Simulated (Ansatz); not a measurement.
Species: sum formula BN₂H₃F, net charge -1, singlet state. It need not be the lowest isomer of its formula. Whether it binds its extra electron was not tested at this geometry. 
Structure (B3LYP-D3(BJ)/def2-TZVP (Ansatz, a first-principles code) minimum search):
```xyz
7

B      0.1146    -0.0812    -0.0089
F      0.2503     1.3128     0.2595
N      1.1100    -1.0113     0.0294
N     -1.2997    -0.3678    -0.3655
H      2.0170    -0.5945     0.2286
H     -1.9890     0.1883     0.1215
H     -1.5256    -1.3489    -0.2879
```
Charge -1, spin multiplicity 1.

Basis-set convergence of Hartree-Fock and CCSD correlation energies (hartree) with Ansatz. Valence correlation only, unless marked. Spin-orbit coupling is left out. Non-relativistic. This anion needs diffuse functions, which these sets lack.

```tsv
basis	functions	E(HF)	E(corr, CCSD)
cc-pVDZ	-	-234.87189	-0.63874
cc-pVTZ	162	-234.96062	-0.80306
cc-pVQZ	310	(withheld)	(withheld)
```

Task: Some entries are withheld; supply them.

Result: 
- cc-pVQZ, E(HF): -234.98367
- cc-pVQZ, E(corr, CCSD): -0.85845
